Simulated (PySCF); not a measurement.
SMILES C[SiH2]C (C₂H₈Si), singlet (PBE0/def2-SVP optimised geometry):

```
11

Si    -0.888    -0.193     0.000
C      0.994    -0.193     0.000
C     -1.580    -1.103    -1.495
H     -1.388     1.221     0.000
H     -1.388    -0.842     1.256
H      1.387    -1.221     0.024
H      1.388     0.342     0.878
H      1.388     0.301    -0.902
H     -2.681    -1.100    -1.484
H     -1.244    -2.151    -1.508
H     -1.250    -0.628    -2.432
```

Calculation: PBE0/def2-TZVP (PySCF).

Question: What are the frontier orbital energies and the dipole moment?

Answer: HOMO-2 -8.94 eV, HOMO-1 -8.89 eV, HOMO -8.80 eV, LUMO 1.05 eV, LUMO+1 1.09 eV; dipole moment 0.80 D.

On the same geometry PBE/def2-TZVP (PySCF) gives HOMO-2 -7.60 eV, HOMO-1 -7.57 eV, HOMO -7.49 eV, LUMO 0.27 eV, LUMO+1 0.32 eV; dipole moment 0.82 D.

Meta-Löwdin charges at PBE0/def2-TZVP: Si1 0.65, C2 -0.60, C3 -0.60, H4 -0.11, H5 -0.11, H6 0.13, H7 0.13, H8 0.13, H9 0.13, H10 0.13, H11 0.13.
